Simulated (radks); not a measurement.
Question: Spin polarisation of the 4p2 shell in neutral germanium. Start: [Ar] 3d10 4s2 4p(up 1, down 1); electrons of 4p are moved from spin down to spin up, other shells keep equal spins. Calculated with a radial shooting solver on a logarithmic mesh with Libxc functionals: scalar-relativistic Kohn-Sham, LDA (Slater exchange, Perdew-Wang correlation), spin-polarised, spherical densities, point nucleus. Estimate the energy gained and the exchange splitting at a moment of 2 Bohr magnetons.

Answer: At moment 2 the spin-polarisation energy is -0.603 eV and the 4p exchange splitting 1.220 eV, that is 0.610 eV per Bohr magneton; E = -I m^2/4 would give I = 0.603 eV.
